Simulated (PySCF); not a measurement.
**C₆ coefficients of unlike pairs at PBE0**

Calculated with PySCF 2.14 from the dipole response of each species, C₆(A,B) = (3/π) ∫ α_A(iu) α_B(iu) du, in atomic units, from isotropic polarisabilities. For ions this is the dispersion term alone; charge-induced terms of lower order in 1/R come first.

| species | configuration | basis | relativity | α (bohr³) | C₆ (like pair) |
| --- | --- | --- | --- | --- | --- |
| Nb+ | [Kr] 4d4 (5D) | aug-cc-pVTZ-PP with ECP28MDF (6s6p5d3f2g) | core potential | 27.79 | 181.3 |
| Pd(2+) | [Kr] 4d8 (3F) | aug-cc-pwCVTZ-PP with ECP28MDF (8s8p7d4f3g) | core potential | 6.642 | 34.81 |
| N(3+) | [He] 2s2 (1S) | def2-TZVPPD (6s3p3d1f) | none | 2.126 | 2.102 |
| S+ | [Ne] 3s2 3p3 (4S) | x2c-TZVPPall with one added diffuse shell each of s, p, d type (6s6p4d1f) | spin-free X2C | 10.86 | 53.41 |

Question: Estimate C₆ for Pd(2+) with Nb+.

Answer: The integral gives 72.37. The combination rule 2 C_A C_B / (C_A α_B/α_A + C_B α_A/α_B) gives 66.80 and the geometric mean 79.44.

No spin-orbit coupling is included.

The other pairs:

```csv
pair,C₆
"N(3+), Nb+",19.08
"S+, N(3+)",10.59
"N(3+), Pd(2+)",8.239
"S+, Pd(2+)",41.10
"S+, Nb+",96.30
```
